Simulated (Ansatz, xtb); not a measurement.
**Relaxing a trial structure of ClH6Si3+**

The starting geometry of this gas-phase singlet has its atoms placed at random.

```xyz
10

Cl    1.5901   -0.5616    0.9541
Si   -0.4131    0.9294    0.7988
Si    0.4820    1.1348   -1.7326
Si   -1.4505   -1.3157   -0.1744
H     0.1110   -0.4703    1.4400
H    -0.1812   -2.3950    0.3286
H     1.1511    0.1748    2.0679
H     1.2564   -1.4580    1.7100
H     0.4323   -1.2829   -0.8087
H    -1.6587   -0.1349    1.2619
```

Task: Guess where an optimisation with r2SCAN-D4/def2-SVP ends from this start.

Result: It loosens into H5Si3 + ClH, which stay close as a complex (formulas without charges). Distances that change by over a tenth: Cl1–Si2 (2.50 → 3.76 Å), Si2–H10 (1.70 → 1.48 Å), Si4–H5 (2.40 → 1.78 Å), Si4–H6 (1.74 → 1.49 Å). Contacts that open: Cl1–H5 (1.56 → 3.12 Å), Cl1–H7 (1.41 → 3.29 Å). Contacts that close: Si2–Si3 (2.69 → 2.46 Å), Si2–Si4 (2.66 → 2.42 Å), Si2–H7 (2.15 → 1.48 Å), Si3–Si4 (3.49 → 2.23 Å), Si3–H9 (2.59 → 1.76 Å), Si4–H9 (1.99 → 1.65 Å).

The energy falls by 13.02 eV over 29 steps:

```tsv
step	E − E(last) (eV)
1	13.020
4	5.776
7	2.452
10	0.482
13	0.112
17	0.020
20	0.005
23	0.001
26	0.000
29	0.000
```

Final geometry (Å):

```xyz
10

Cl    2.4543   -1.3937    1.0760
Si   -0.6713    0.7003    0.9825
Si   -0.6323    0.6310   -1.4790
Si   -0.6296   -1.3039   -0.3799
H    -0.6102   -0.8909    1.3537
H    -0.2977   -2.7216   -0.0788
H     0.4984    1.1579    1.7691
H     2.5914   -2.0583    2.1755
H     0.6449   -0.5064   -1.0673
H    -2.0283    1.0062    1.4937
```

From the same start GFN2-xTB ends elsewhere, in pieces: ClH4Si2 + H2Si.

From so rough a start the end depends on the optimiser's path, so another program may land elsewhere. The end wasn't checked by frequencies. Run with Ansatz 0.2.0, 75 s on 2 threads of Intel(R) Xeon(R) Platinum 8375C CPU @ 2.90GHz (Ice Lake), with other jobs on the host.
